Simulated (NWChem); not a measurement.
System: SiNH4, doublet; SMILES [NH][SiH3]

Excerpt of the output:

```
             Northwest Computational Chemistry Package (NWChem) 7.3.0
             --------------------------------------------------------

                             Geometry "geometry" -> ""
                             -------------------------

 Output coordinates in angstroms (scale by  1.889725989 to convert to a.u.)

  No.       Tag          Charge          X              Y              Z
 ---- ---------------- ---------- -------------- -------------- --------------
    1 N                    7.0000     0.08462700    -1.24153500     0.22529300
    2 Si                  14.0000    -0.01590900     0.51193400     0.04162900
    3 H                    1.0000     0.66711100    -1.65425100    -0.51633300
    4 H                    1.0000    -0.85415600     1.08413300     1.12996800
    5 H                    1.0000    -0.62491400     0.85653800    -1.28500700
    6 H                    1.0000     1.35403900     1.11960300     0.10075400

 Effective nuclear repulsion energy (a.u.)      56.3050116319

  pbe96 is a nonlocal functional; adding pw91lda local functional.

                                 NWChem DFT Module
                                 -----------------

 Summary of "ao basis" -> "ao basis" (spherical)
 ------------------------------------------------------------------------------
       Tag                 Description            Shells   Functions and Types
 ---------------- ------------------------------  ------  ---------------------
 N                          def2-svp                 6       14   3s2p1d
 Si                         def2-svp                 8       18   4s3p1d
 H                          def2-svp                 3        5   2s1p

 in cosmo_initialize ...
 calling solv_data for solv:etoac

 solvent parameters
 solvname_short: etoac
 solvname_long:  ethyl acetate
 dielec:        5.9867
 dielecinf:     1.8832
 nonaqueous SMD model solvent descriptors
 dielec:        5.9867
 sola:          0.0000
 solb:          0.4500
 solc:          0.0000
 solg:         33.6700
 solh:          0.0000
 soln:          1.3723

          ---------------
          -cosmo- solvent
          ---------------
 Cosmo: York-Karplus, doi: 10.1021/jp992097l
 dielectric constant -eps-     =   5.99
 screen = (eps-1)/(eps    )    =   0.83296
 surface charge correction     = lagrangian

   van der Waals surface
 --------------------------

 ---------- ATOMIC COORDINATES (A.U.) ------------ VDWR(ANG.) --
     1    0.15992184   -2.34616096    0.42574204     1.890
     2   -0.03006365    0.96741498    0.07866740     2.470
     3    1.26065699   -3.12608111   -0.97572789     1.200
     4   -1.61412079    2.04871431    2.13532990     1.200
     5   -1.18091623    1.61862212   -2.42831112     1.200
     6    2.55876269    2.11574289    0.19039745     1.200
 number of segments per atom =        128
 number of   points per atom =        128
 atom (   nspa,  nppa )
 ----------------------
    1 (     71,     0 )       0
    2 (     99,     0 )       0
    3 (     45,     0 )       0
    4 (     34,     0 )       0
    5 (     35,     0 )       0
    6 (     35,     0 )       0
 number of -cosmo- surface points =      319
 molecular surface =     90.287 angstrom**2
 molecular volume  =     75.255 angstrom**3
 -lineq- algorithm             =   0
 -bem- low  level              =   3
 -bem- from -octahedral-
 gaussian surface charge width =   4.50000
 degree of switching           =   1.00000
 switching function tolerance  =   0.00010
 atomic radii =
 --------------
    1  7.000  1.890
    2 14.000  2.470
    3  1.000  1.200
    4  1.000  1.200
    5  1.000  1.200
    6  1.000  1.200
 ...... end of -cosmo- initialization ......

 nat:                     6
 ixmem:                  2111
 calling mnsol_interface()
 G(SMD-CDS) energy (kcal/mol)  =     1.086
 SMD-CDS SASA (angstrom**2)    =   103.514

            General Information
            -------------------
          SCF calculation type: DFT
          Wavefunction type:  spin polarized.
          No. of atoms     :     6
          No. of electrons :    25
           Alpha electrons :    13
            Beta electrons :    12
          Charge           :     0
          Spin multiplicity:     2
          Use of symmetry is: off; symmetry adaption is: off
          Maximum number of iterations: 150
          AO basis - number of functions:    52
                     number of shells:    26
          Convergence on energy requested:  1.00D-06
          Convergence on density requested:  1.00D-05
          Convergence on gradient requested:  5.00D-04

              XC Information
              --------------
          PerdewBurkeErnzerhof Exchange Functional  1.000
            Perdew 1991 LDA Correlation Functional  1.000 local
           PerdewBurkeErnz. Correlation Functional  1.000 non-local

             Grid Information
             ----------------
          Grid used for XC integration:  medium
          Radial quadrature: Mura-Knowles
          Angular quadrature: Lebedev.
          Tag              B.-S. Rad. Rad. Pts. Rad. Cut. Ang. Pts.
          ---              ---------- --------- --------- ---------
          N                   0.65       49           8.0       434
          Si                  1.10       88           8.0       590
          H                   0.35       45          10.0       434
          Grid pruning is: on
          Number of quadrature shells:   317
          Spatial weights used:  Erf1

      Superposition of Atomic Density Guess
      -------------------------------------

 Sum of atomic energies:        -344.97984196

      Non-variational initial energy
      ------------------------------

 Total energy =    -345.396582
 1-e energy   =    -587.749810
 2-e energy   =     186.048216
 HOMO         =      -0.283654
 LUMO         =       0.074959

[...]

                                COSMO-SMD solvation results
                                ---------------------------

             internal energy in gas <Psi(g)|H|Psi(g)> =      -346.214489326034
         internal energy in solvent <Psi(s)|H|Psi(s)> =      -346.213919203402
                               delta internal energy  =         0.000570122633 (    0.36 kcal/mol)
   total free energy in solvent <Psi(s)|H+V/2|Psi(s)> =      -346.218946248319
 polarization energy contribution <Psi(s)|V/2|Psi(s)> =        -0.005027044917 (   -3.15 kcal/mol)
    total free energy in solvent including G(SMD-CDS) =      -346.217216014675
                       G(SMD-CDS) energy contribution =         0.001730233644 (    1.09 kcal/mol)
     1 M fixed-concentration free energy of solvation =        -0.002726688640 (   -1.71 kcal/mol)

                    DFT Final Alpha Molecular Orbital Analysis
                    ------------------------------------------

 Vector   11  Occ=1.000000D+00  E=-3.131228D-01
              MO Center= -3.6D-01,  5.7D-01,  5.3D-01, r^2= 2.3D+00
   Bfn.  Coefficient  Atom+Function         Bfn.  Coefficient  Atom+Function
  ----- ------------  ---------------      ----- ------------  ---------------
    38      0.381381  4 H  s                  5      0.214504  1 N  py
    24      0.211242  2 Si pz                39      0.182686  4 H  s
    22     -0.167981  2 Si px                27      0.168402  2 Si pz
    25     -0.132072  2 Si px                23      0.128577  2 Si py
    48     -0.125589  6 H  s                  8     -0.123510  1 N  py

 Vector   12  Occ=1.000000D+00  E=-2.556165D-01
              MO Center=  1.5D-01, -6.0D-01,  7.9D-03, r^2= 2.3D+00
   Bfn.  Coefficient  Atom+Function         Bfn.  Coefficient  Atom+Function
  ----- ------------  ---------------      ----- ------------  ---------------
     4      0.444598  1 N  px                 7     -0.337077  1 N  px
     6      0.317427  1 N  pz                 9     -0.240579  1 N  pz
    43     -0.206596  5 H  s                 48      0.203920  6 H  s
    44     -0.182151  5 H  s                 49      0.180358  6 H  s
    22      0.085836  2 Si px                28      0.070505  2 Si d -2

 Vector   13  Occ=1.000000D+00  E=-2.495567D-01
              MO Center=  3.5D-02, -8.9D-01,  2.3D-01, r^2= 2.0D+00
   Bfn.  Coefficient  Atom+Function         Bfn.  Coefficient  Atom+Function
  ----- ------------  ---------------      ----- ------------  ---------------
     6     -0.331766  1 N  pz                 5      0.328700  1 N  py
     3      0.271453  1 N  s                  8     -0.244559  1 N  py
     9      0.234853  1 N  pz                 4      0.194293  1 N  px
     2      0.171781  1 N  s                 39     -0.159348  4 H  s
    23      0.145644  2 Si py                 7     -0.136049  1 N  px

 Vector   14  Occ=0.000000D+00  E= 2.492190D-04
              MO Center=  9.2D-02,  3.1D-01, -7.0D-02, r^2= 3.9D+00
   Bfn.  Coefficient  Atom+Function         Bfn.  Coefficient  Atom+Function
  ----- ------------  ---------------      ----- ------------  ---------------
    26      1.147064  2 Si py                 3      0.928296  1 N  s
    34     -0.406820  3 H  s                 44     -0.319160  5 H  s
    49     -0.315919  6 H  s                  8      0.256076  1 N  py
    39     -0.225406  4 H  s                 23      0.216482  2 Si py
     2      0.177422  1 N  s                 27     -0.177397  2 Si pz

 Vector   15  Occ=0.000000D+00  E= 4.797101D-02
              MO Center=  6.5D-02,  5.5D-01, -3.1D-02, r^2= 3.6D+00
   Bfn.  Coefficient  Atom+Function         Bfn.  Coefficient  Atom+Function
  ----- ------------  ---------------      ----- ------------  ---------------
    27      1.341894  2 Si pz                39     -1.262796  4 H  s
    44      0.753805  5 H  s                 25     -0.731877  2 Si px
    49      0.490224  6 H  s                 24      0.237131  2 Si pz
     9     -0.203399  1 N  pz                38     -0.192964  4 H  s
    31     -0.161879  2 Si d  1              26      0.150513  2 Si py

 Vector   16  Occ=0.000000D+00  E= 4.830552D-02
              MO Center= -1.0D-01,  5.5D-01,  1.1D-01, r^2= 3.6D+00
   Bfn.  Coefficient  Atom+Function         Bfn.  Coefficient  Atom+Function
  ----- ------------  ---------------      ----- ------------  ---------------
    25      1.320957  2 Si px                49     -1.137606  6 H  s
    44      0.977529  5 H  s                 27      0.693064  2 Si pz
    22      0.242762  2 Si px                 7     -0.237319  1 N  px
    48     -0.172336  6 H  s                  4      0.164588  1 N  px
    39      0.156119  4 H  s                 43      0.148972  5 H  s

                     DFT Final Beta Molecular Orbital Analysis
                     -----------------------------------------

 Vector   10  Occ=1.000000D+00  E=-3.167238D-01
              MO Center=  2.1D-01,  6.9D-01, -3.3D-01, r^2= 2.3D+00
   Bfn.  Coefficient  Atom+Function         Bfn.  Coefficient  Atom+Function
  ----- ------------  ---------------      ----- ------------  ---------------
    43      0.309304  5 H  s                 48     -0.305289  6 H  s
    22     -0.249165  2 Si px                25     -0.192757  2 Si px
    24     -0.178770  2 Si pz                44      0.151685  5 H  s
    49     -0.149950  6 H  s                 19      0.141499  2 Si px
    27     -0.138421  2 Si pz                21      0.101533  2 Si pz

 Vector   11  Occ=1.000000D+00  E=-3.104482D-01
              MO Center= -3.5D-01,  6.0D-01,  5.2D-01, r^2= 2.3D+00
   Bfn.  Coefficient  Atom+Function         Bfn.  Coefficient  Atom+Function
  ----- ------------  ---------------      ----- ------------  ---------------
    38      0.385267  4 H  s                 24      0.212700  2 Si pz
     5      0.201797  1 N  py                39      0.191712  4 H  s
    22     -0.170180  2 Si px                27      0.166176  2 Si pz
    25     -0.131431  2 Si px                23      0.130502  2 Si py
    48     -0.127965  6 H  s                 21     -0.121390  2 Si pz

 Vector   12  Occ=1.000000D+00  E=-2.319761D-01
              MO Center=  3.4D-02, -9.6D-01,  2.5D-01, r^2= 1.9D+00
   Bfn.  Coefficient  Atom+Function         Bfn.  Coefficient  Atom+Function
  ----- ------------  ---------------      ----- ------------  ---------------
     6     -0.330432  1 N  pz                 5      0.326350  1 N  py
     3      0.289901  1 N  s                  8     -0.249131  1 N  py
     9      0.240782  1 N  pz                 4      0.193065  1 N  px
     2      0.179658  1 N  s                 39     -0.162237  4 H  s
    23      0.150205  2 Si py                 7     -0.139216  1 N  px

 Vector   13  Occ=0.000000D+00  E=-1.700132D-01
              MO Center=  1.1D-01, -9.0D-01,  1.2D-01, r^2= 1.7D+00
   Bfn.  Coefficient  Atom+Function         Bfn.  Coefficient  Atom+Function
  ----- ------------  ---------------      ----- ------------  ---------------
     4      0.436309  1 N  px                 7     -0.374154  1 N  px
     6      0.311126  1 N  pz                 9     -0.266785  1 N  pz
    44     -0.225906  5 H  s                 49      0.224157  6 H  s
    25     -0.155563  2 Si px                43     -0.145558  5 H  s
    48      0.143903  6 H  s                 27     -0.110712  2 Si pz

 Vector   14  Occ=0.000000D+00  E= 5.675617D-03
              MO Center=  7.9D-02,  3.8D-01, -6.6D-02, r^2= 3.8D+00
   Bfn.  Coefficient  Atom+Function         Bfn.  Coefficient  Atom+Function
  ----- ------------  ---------------      ----- ------------  ---------------
    26      1.175715  2 Si py                 3      0.930483  1 N  s
    34     -0.381821  3 H  s                 44     -0.363951  5 H  s
    49     -0.361619  6 H  s                 39     -0.281665  4 H  s
     8      0.258747  1 N  py                23      0.212212  2 Si py
    27     -0.172818  2 Si pz                 2      0.154258  1 N  s

 Vector   15  Occ=0.000000D+00  E= 4.874490D-02
              MO Center=  4.3D-03,  5.4D-01,  5.7D-03, r^2= 3.6D+00
   Bfn.  Coefficient  Atom+Function         Bfn.  Coefficient  Atom+Function
  ----- ------------  ---------------      ----- ------------  ---------------
    39     -1.316781  4 H  s                 27      1.236272  2 Si pz
    25     -0.889905  2 Si px                49      0.582358  6 H  s
    44      0.575830  5 H  s                 24      0.220839  2 Si pz
    38     -0.202064  4 H  s                  9     -0.178442  1 N  pz
    22     -0.157279  2 Si px                31     -0.157316  2 Si d  1

   alpha - beta orbital overlaps
   -----------------------------

   alpha      1      2      3      4      5      6      7      8      9     10
    beta      1      2      3      4      5      6      7      8      9     10
 overlap   1.000  1.000  1.000  0.999  1.000  0.999  0.999  0.999  0.999  0.965

   alpha     11     12     13     14     15     16     17     18     19     20
    beta     11     13     12     14     15     16     17     18     19     20
 overlap   0.998  0.960  0.998  0.998  0.990  0.987  0.997  0.999  1.000  0.999

   alpha     21     22     23     24     25     26     27     28     29     30
    beta     21     22     23     24     25     26     27     28     29     30
 overlap   1.000  1.000  0.996  0.994  0.999  0.999  0.999  1.000  0.999  0.956

[...]
```

Level: PBE/def2-SVP, spin-unrestricted, SMD on the gas-phase geometry. Geometry: optimised at PBE0/def2-SVP, spin-unrestricted. No stability test was run on the SCF state. Solvent: ethyl acetate.

Problem. Which NWChem input produces such a log?

Solution. Several could match; the one computed here: the input that was run:
```
start job
memory heap 200 mb stack 700 mb global 900 mb
geometry units angstroms noautosym nocenter noautoz
  N      0.084627    -1.241535     0.225293
  Si    -0.015909     0.511934     0.041629
  H      0.667111    -1.654251    -0.516333
  H     -0.854156     1.084133     1.129968
  H     -0.624914     0.856538    -1.285007
  H      1.354039     1.119603     0.100754
end
basis spherical
  * library def2-svp
end
dft
  odft
  mult 2
  xc xpbe96 cpbe96
  iterations 150
end
cosmo
  do_cosmo_smd true
  solvent etoac
end
task dft energy
```
